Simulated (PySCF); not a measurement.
Compound: C₅H₈Si.
Numbering: `[CH3:1][C:2]1=[CH:3][SiH2:4][CH:5]=[CH:6]1` (hydrogens: H7, H8, H9 on C1; H10 on C3; H11, H12 on Si4; H13 on C5; H14 on C6)

Jobs on this species (14 atoms, 52 electrons) with PySCF (density fitting). Hardware of each: one thread of an Arm Neoverse V2, no GPU, on a shared host. The host was shared with other jobs, so the times are rough. Peak memory is the resident size of the whole Python process, interpreter and libraries included.

**Question.** Rank these jobs by wall time, shortest first.
A. LDA/pcSseg-1; shieldings, ring-centre shieldings; 149 basis functions
B. PBE0/cc-pVTZ; shieldings, ring-centre shieldings, charges and field gradients; 296 basis functions
C. PBE0/6-311+G(2d,p); shieldings, ring-centre shieldings, charges and field gradients; 218 basis functions

**Answer.** A (13 s), C (26 s), B (43 s).

All jobs:

```csv
level and settings,work,basis functions,SCF cycles,wall time,peak memory
PBE0/6-31G*,"10 singlets by full TDDFT, 4 Tamm–Dancoff triplets, polarisability",104,13,9.5 s,0.61 GiB
PBE0/def2-SVP,"shieldings, ring-centre shieldings, charges and field gradients",128,12,11 s,0.68 GiB
LDA/pcSseg-1,"shieldings, ring-centre shieldings",149,14,13 s,0.86 GiB
OPBE/pcSseg-1,"shieldings, ring-centre shieldings",149,16,17 s,0.80 GiB
LC-wPBE/pcSseg-1,"shieldings, ring-centre shieldings",149,13,22 s,0.80 GiB
"PBE0/6-311+G(2d,p)","shieldings, ring-centre shieldings, charges and field gradients",218,14,26 s,0.96 GiB
"PBE0-D3(BJ)/def2-SVP, grid level 1",geometry optimisation from a GFN2-xTB start shaken at random,128,35,26 s,0.50 GiB
PBE0/cc-pVTZ,"shieldings, ring-centre shieldings, charges and field gradients",296,14,43 s,1.1 GiB
LDA/def2-SVPD,"10 singlets by full TDDFT, 4 Tamm–Dancoff triplets, polarisability, ΔSCF ions",188,15,49 s,0.55 GiB
```

**Question.** What do all jobs in the table cost together?

**Answer.** About 3.6 min; the longest takes about 23 % of that, and about 5.2 times as long as the shortest.
